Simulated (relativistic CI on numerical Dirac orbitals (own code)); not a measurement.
**d1 to d9 in one octahedral field**

Computed with a parametric ligand-field model without spin-orbit coupling, by exact diagonalisation: B = 610, C = 2970, 10Dq = 11200 cm⁻¹ (Oh; |10Dq|/B = 18.4) for every shell. Energies in cm⁻¹; the field energy is (0.6 n_e − 0.4 n_t2) × 10Dq of the ground term; g labels are left out.

| Shell | Ground term | Electrons in e | Field energy | First spin-allowed bands | Lowest term of other spin |
| --- | --- | --- | --- | --- | --- |
| d1 | 2T2 | 0.000 | -4480 | 2E 11200 |  |
| d2 | 3T1 | 0.042 | -8488 | 3T2 10137, 3T1 18225 | 1T2 9961 |
| d3 | 4A2 | 0.000 | -13440 | 4T2 11200, 4T1 16733 | 2E 13284 |
| d4 | 5E | 1.000 | -6720 | 5T2 11200 | 3T1 5915 |
| d5 | 6A1 | 2.000 | 0 | none | 4T1 12083 |
| d6 | 5T2 | 2.000 | -4480 | 5E 11200 | 1A1 2236 |
| d7 | 4T1 | 2.042 | -8488 | 4T2 10137, 4T1 18225 | 2E 2481 |
| d8 | 3A2 | 2.000 | -13440 | 3T2 11200, 3T1 16733 | 1E 10628 |
| d9 | 2E | 3.000 | -6720 | 2T2 11200 |  |

Every shell keeps the spin of the free ion. Only d4 to d7 can choose; the field needed to pair spins is smallest for d6 and largest for d5, which loses most exchange energy. In the strong-field picture 10Dq must exceed about 6B + 5C = 18510 (d4), 7.5B + 5C = 19425 (d5), 2.5B + 4C = 13405 (d6) and 4B + 4C = 14320 (d7); mixing of terms shifts these bounds somewhat. High-spin d^(n+5) repeats the spin-allowed bands of d^n, since the half-filled shell is spherical.
